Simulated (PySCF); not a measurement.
C₄H₁₁BOS.
InChI=1S/C4H11BOS/c1-4(2)6-5-7-3/h4-5H,1-3H3

Theory: TDDFT CAM-B3LYP/def2-SVPD, vertical, gas phase, core orbitals frozen in the response (PySCF). One conformer (not necessarily the lowest) at the PBE0-D3(BJ)/def2-SVP geometry, without solvent, vibrations or thermal averaging. Torsions of this conformer, `[CH3:1][S:2][BH:3][O:4][CH:5]([CH3:6])[CH3:7]`: C1–S2–B3–O4 -178°, S2–B3–O4–C5 -1°, B3–O4–C5–C6 -87°.

```json
{"state": "S1", "E (eV)": "6.24", "ν̃ (cm⁻¹)": "50330", "f": "0.117", "main configurations (H = HOMO, L = LUMO)": "H→L (60%), H→L+1 (33%)"}
{"state": "S2", "E (eV)": "6.35", "ν̃ (cm⁻¹)": "51210", "f": "0.0030", "main configurations (H = HOMO, L = LUMO)": "H→L+2 (43%), H→L+1 (18%), H→L+5 (9%)"}
{"state": "S3", "E (eV)": "6.58", "ν̃ (cm⁻¹)": "53110", "f": "0.0001", "main configurations (H = HOMO, L = LUMO)": "H-1→L (57%), H-1→L+1 (30%)"}
{"state": "S4", "E (eV)": "6.78", "ν̃ (cm⁻¹)": "54690", "f": "0.039", "main configurations (H = HOMO, L = LUMO)": "H→L+1 (35%), H→L (22%), H→L+2 (17%)"}
{"state": "S5", "E (eV)": "7.40", "ν̃ (cm⁻¹)": "59710", "f": "0.0012", "main configurations (H = HOMO, L = LUMO)": "H→L+3 (87%)"}
{"state": "S6", "E (eV)": "7.72", "ν̃ (cm⁻¹)": "62260", "f": "0.040", "main configurations (H = HOMO, L = LUMO)": "H→L+4 (71%)"}
{"state": "S7", "E (eV)": "7.73", "ν̃ (cm⁻¹)": "62380", "f": "0.084", "main configurations (H = HOMO, L = LUMO)": "H-1→L+1 (38%), H-1→L+2 (18%), H-1→L (15%)"}
{"state": "S8", "E (eV)": "7.90", "ν̃ (cm⁻¹)": "63680", "f": "0.0098", "main configurations (H = HOMO, L = LUMO)": "H-1→L+2 (44%), H-1→L (17%), H-1→L+1 (15%)"}
{"state": "S9", "E (eV)": "7.95", "ν̃ (cm⁻¹)": "64150", "f": "0.0008", "main configurations (H = HOMO, L = LUMO)": "H→L+2 (31%), H→L+9 (29%), H→L+5 (26%)"}
{"state": "S10", "E (eV)": "8.32", "ν̃ (cm⁻¹)": "67070", "f": "0.031", "main configurations (H = HOMO, L = LUMO)": "H→L+6 (42%), H-3→L (20%)"}
```

Triplets (Tamm–Dancoff): T1 5.24 eV, H→L (60%), H→L+1 (33%); T2 5.88 eV, H→L+2 (40%), H→L+9 (14%), H→L+5 (13%); T3 6.13 eV, H-1→L (53%), H-1→L+1 (29%); T4 6.59 eV, H→L+1 (40%), H→L (27%), H→L+5 (11%).

The lowest singlet comes at 199 nm (602 kJ/mol) in the vacuum ultraviolet; it is of moderate strength; its leading configuration is HOMO→LUMO (60%). The lowest level is also the most intense of those listed (f = 0.117). Löwdin shares by element: HOMO sulfur 64%, carbon 10% or more, boron 9%, oxygen 8%; LUMO boron 35%, sulfur 23%, oxygen 12%, hydrogen 7% or more (atoms not listed hold the other 23%). Weighted by f, the mean energy of these states is 7.13 eV. Orbital energies (eV): HOMO-3 -10.86, HOMO-2 -10.52, HOMO-1 -9.42, HOMO -8.43, LUMO 1.04, LUMO+1 1.10, LUMO+2 1.34. The oscillator strengths of these states sum to 0.328; summed over the whole spectrum of an exact calculation they would give the number of electrons, 64 (Thomas–Reiche–Kuhn). The vertical ionisation energy (ΔSCF) is 9.25 eV, 0.93 eV above S10. Only the lowest 10 singlets were computed, as vertical energies without vibronic structure.

Without π bonds the low states are Rydberg-like; a valence basis with one diffuse set may place them up to an eV too high.
